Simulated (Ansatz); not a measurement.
C₂H₆Cr⁻, that is CrMe2 with one electron more. The state is a sextet with charge -1. Geometry PBE-D4/def2-TZVP, that of the neutral quintet.

```xyz
9

Cr    0.545   -0.158    0.919
C     1.382   -0.426   -0.895
H     0.869   -1.218   -1.462
H     2.431   -0.734   -0.717
H     1.379    0.507   -1.480
C    -1.383    0.426    0.893
H    -1.504    1.390    0.376
H    -1.692    0.544    1.950
H    -2.026   -0.331    0.416
```

At PBE-D4/def2-TZVPD, r2SCAN-D4/def2-TZVPD, PBE0-D4/def2-TZVPD the highest occupied level of the charge -1 sextet lies above zero (up to 2.50 eV). Energy differences put its binding near zero (-0.04 eV; vertical, against the charge 0 quintet, at PBE-D4/def2-TZVPD), which leaves it undecided.

(1) Estimate the α-spin orbital energies around the gap (eV) in Ansatz with PBE-D4/def2-TZVPD, r2SCAN-D4/def2-TZVPD, PBE0-D4/def2-TZVPD.

Results:

(1) 
| orbital | PBE-D4/def2-TZVPD | r2SCAN-D4/def2-TZVPD | PBE0-D4/def2-TZVPD |
| --- | --- | --- | --- |
| HOMO−5 | -1.05 | -1.37 | -2.79 |
| HOMO−4 | 0.82 | 0.47 | -2.05 |
| HOMO−3 | 1.05 | 0.50 | -1.88 |
| HOMO−2 | 1.08 | 0.63 | -1.78 |
| HOMO−1 | 1.11 | 0.74 | -1.45 |
| HOMO | 2.50 | 2.34 | 1.45 |
| LUMO | 2.67 | 2.70 | 3.07 |
| LUMO+1 | 3.03 | 3.17 | 3.22 |
| LUMO+2 | 3.09 | 3.44 | 3.45 |
| LUMO+3 | 3.30 | 3.67 | 3.48 |
| LUMO+4 | 4.60 | 4.92 | 4.85 |
| LUMO+5 | 4.86 | 5.28 | 5.14 |
| β HOMO | -0.39 | -0.67 | -2.30 |
| β LUMO | 2.87 | 3.19 | 3.24 |
